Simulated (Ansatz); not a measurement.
One change: `[OH][Zr]([F])([F])[Cl]` becomes `C#[C][Zr]([F])([F])[Cl]`.

Ansatz, PBE0-D4/def2-TZVP geometries, multiplicity 1. Each molecule was computed in one conformer, which needn't be the lowest.

Elements past krypton have def2 core potentials.

| property | `[OH][Zr]([F])([F])[Cl]` |
| --- | --- |
| HOMO energy (PBE/def2-TZVPP) / eV | -8.01 |
| HOMO energy (PBE0/def2-TZVPP) / eV | -9.48 |
| size of the dipole moment (PBE/def2-TZVPP) / D | 2.75 |
| HOMO–LUMO gap (ωB97M-V/def2-TZVPP) / eV | 12.15 |
| size of the dipole moment (ωB97M-V/def2-TZVPP) / D | 2.82 |
| LUMO energy (B3LYP/def2-TZVPP) / eV | -1.41 |

**Question.** What does the change do to each property? (An estimate is asked.)

**Answer.** Ansatz gave: 
```tsv
property	`C#[C][Zr]([F])([F])[Cl]`	shift
HOMO energy (PBE/def2-TZVPP) / eV	-7.52	0.49
HOMO energy (PBE0/def2-TZVPP) / eV	-8.74	0.74
size of the dipole moment (PBE/def2-TZVPP) / D	1.50	-1.25
HOMO–LUMO gap (ωB97M-V/def2-TZVPP) / eV	10.56	-1.59
size of the dipole moment (ωB97M-V/def2-TZVPP) / D	1.47	-1.35
LUMO energy (B3LYP/def2-TZVPP) / eV	-2.66	-1.25
```

With PBE0 the HOMO rises by 0.74 eV and the LUMO falls by 1.30 eV, so the gap narrows by about 2.04 eV. PBE moves the HOMO by 0.49 eV and ωB97M-V by 0.80 eV. The zero-point energy changes by 15.2 kJ/mol with +3 modes. Dipoles are sizes alone; their direction can turn.

Positive LUMOs are unbound, so they and the gaps depend on the basis.

B3LYP here is the variant with VWN-RPA as its local correlation; programs differ in this.
